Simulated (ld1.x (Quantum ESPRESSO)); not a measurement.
**What one change does to a pseudopotential (aluminium, TM)**

- Element: aluminium (Al)
- Generator: ld1.x (Quantum ESPRESSO) 7.5
- Type: norm-conserving Troullier–Martins (Kleinman–Bylander form)
- Functional: PBE
- Relativity: scalar-relativistic
- Frozen core: [Ne]
- Valence charge: 3
- Reference configuration: 3s2 3p1
- Partial waves: 3s (bound): rc 1.55 bohr; 3p (bound): rc 2.10 bohr
- Local potential: all-electron potential smoothed inside 1.30 bohr (lloc = -1)
- Core correction: none

All-electron outer shells of the reference configuration (PBE, scalar-relativistic, ld1.x):

```tsv
shell	level (eV)	outermost node (bohr)	outermost maximum (bohr)
2s	-108.17	0.16	0.50
2p	-69.64	–	0.43
3s	-7.75	0.80	2.09
3p	-2.71	0.82	2.64
```

Change: wave 3p (bound): rc 2.10 bohr becomes 3p (bound): rc 2.80 bohr.

Cutoffs: the cutoffs (Ry, on a coarse ladder) from which the occupation-weighted sum of valence levels, in a spherical-Bessel basis at the reference potential, stays within 10 and 1 mRy of its value at 400 Ry; they do not see the model core or the augmentation charge, which bear on the density cutoff. Errors are all-electron minus pseudo energies relative to the spin-unpolarised reference configuration.

Question: Predict the effect on cutoff, ghosts and configuration errors.

Answer: The potential gets neither clearly harder nor softer (18 Ry and 50 Ry → 18 Ry and 50 Ry); the errors of the 7 common tests hardly move; neither file shows a bound ghost.

| quantity | base | changed |
| --- | --- | --- |
| cutoff, loose | 18 Ry | 18 Ry |
| cutoff, tight | 50 Ry | 50 Ry |
| bound ghosts | none | none |
| error for 3s2 3p0, meV [ΔE 5.76 eV] | +0.2 | +0.2 |
| error for 3s1 3p0, meV [ΔE 24.99 eV] | +35 | +34 |
| error for 3s2 3p0.5, meV [ΔE 2.09 eV] | 0.0 | 0.0 |
| error for 3s0 3p3, meV [ΔE 10.45 eV] | +42 | +43 |
| error for 3s1 3p1, meV [ΔE 11.57 eV] | +12 | +12 |
| error for 3s2 3p1.3, meV [ΔE -0.57 eV] | +0.1 | +0.1 |
| error for 3s1 3p2, meV [ΔE 5.14 eV] | +7.5 | +7.9 |
